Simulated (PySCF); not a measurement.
SMILES OB(O)c1ccccc1, GFN2-xTB optimised geometry. Atoms within 1.6 Å of the plane z = 0.0 Å (x, y, z in Å): O1 (2.73, 1.06, -0.10), B2 (1.95, -0.05, 0.00), O3 (2.56, -1.24, 0.10), C4 (0.36, -0.01, 0.00), C5 (-0.36, -1.20, 0.00), C6 (-1.74, -1.20, 0.00), C7 (-2.44, 0.00, 0.00), C8 (-1.74, 1.19, 0.00), C9 (-0.36, 1.19, 0.00), H10 (2.28, 1.90, -0.18), H11 (3.52, -1.19, 0.09), H12 (0.18, -2.13, 0.00), H13 (-2.29, -2.13, 0.00), H14 (-3.52, 0.00, 0.00), H15 (-2.27, 2.13, 0.00), H16 (0.17, 2.13, 0.00).

Method: PBE/def2-TZVP (PySCF). Cells within 0.4 Å of a nucleus heavier than hydrogen are left out (blank, or x).

Map of the Laplacian of the electron density (e/bohr⁵), clipped to [-1.50, 1.50] on the plane z = 0.0 Å:

```
|55555555555555555555555555555|
|55555555555555555555555555555|
|55555555555555555555555555555|
|55555555555555555555555555555|
|55555555555555555555555555555|
|55555555555555555555555555555|
|55555555555555555555555555555|
|55555555555555555555555555555|
|55555555555555555555555555555|
|55555555405555035555555555555|
|55555555523553155554465555555|
|5555555557x11xx55556xx6555555|
|5555555552x44x155556xx6555555|
|55555555515555144565575555555|
|55555501xx5555xx13xx555555555|
|55555555515555154499565555555|
|5555555552x44x155554x65555555|
|5555555557x11xx55562x00555555|
|55555555513553155556365555555|
|55555555405555035555555555555|
|55555555555555555555555555555|
|55555555555555555555555555555|
|55555555555555555555555555555|
|55555555555555555555555555555|
|55555555555555555555555555555|
|55555555555555555555555555555|
|55555555555555555555555555555|
|55555555555555555555555555555|
|55555555555555555555555555555|
```
Scale: ten equal steps from -1.50 (start of '0') to 1.50 (end of '9'), in the order '0123456789'; x runs from -6.00 to 6.00, y from -6.00 (bottom) to 6.00 (top).
